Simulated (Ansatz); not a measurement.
`C=NB[SiH3]` + HCl → `[SiH3]BCl` + `C=N` at 400 K and 1 bar (ligand exchange at a B–N bond).

Isolated molecules relaxed with PBE0-D4/def2-TZVP in Ansatz; ΔE leaves out vibrations. CCSD(T)/CBS is the MP2 limit (def2-TZVPP, def2-QZVPP) plus CCSD(T) − MP2 in def2-TZVPP, frozen cores. This one scheme is used for every species. One conformer a species, not always the lowest.

```tsv
species	CCSD(T)/CBS energy (Eh)	H − E (kJ/mol)	S (J/(mol·K))
`C=NB[SiH3]`	-410.21746	208.6	353.6
HCl	-460.38127	29.6	195.4
`[SiH3]BCl`	-776.06195	123.7	335.4
`C=N`	-94.52360	119.4	238.9
```

H − E and S are ideal-gas, rigid-rotor, harmonic terms from PBE0-D4/def2-TZVP, for one conformer and one mirror image of each species. 1 Eh = 2625.50 kJ/mol, R = 8.31446 J/(mol·K).

By hand: ΔE, ΔH, ΔS and ΔG.

ΔE = (-776.06195) + (-94.52360) − (-410.21746) − (-460.38127) = 0.01318 Eh = 34.6 kJ/mol. Δ(H − E) = 123.7 + 119.4 − 208.6 − 29.6 = 4.9, so ΔH = 39.5 kJ/mol. ΔS = 335.4 + 238.9 − 353.6 − 195.4 = 25.3 J/(mol·K). ΔG = 39.5 − 400 × (25.3)/1000 = 29.4 kJ/mol.

By hand: the equilibrium constant, and the temperature at which ΔG would vanish if ΔH and ΔS stayed fixed.

log₁₀ K = −ΔG/(RT ln 10) = -3.8. ΔG = 0 at ΔH/ΔS = 1561 K.

ΔH outweighs TΔS. A doubt of 5 kJ/mol in ΔE shifts log₁₀ K by 0.7 here. Other conformers and mirror images would add mixing entropy, several J/(mol·K) or more a flexible species. Modes under 60 cm⁻¹, often nearly free rotors, make the harmonic entropy too high. These are equilibria of isolated gas molecules and say nothing of rates. Largest T1 diagnostic: 0.017 (customary marks: 0.02 for closed shells, 0.045 for open ones).
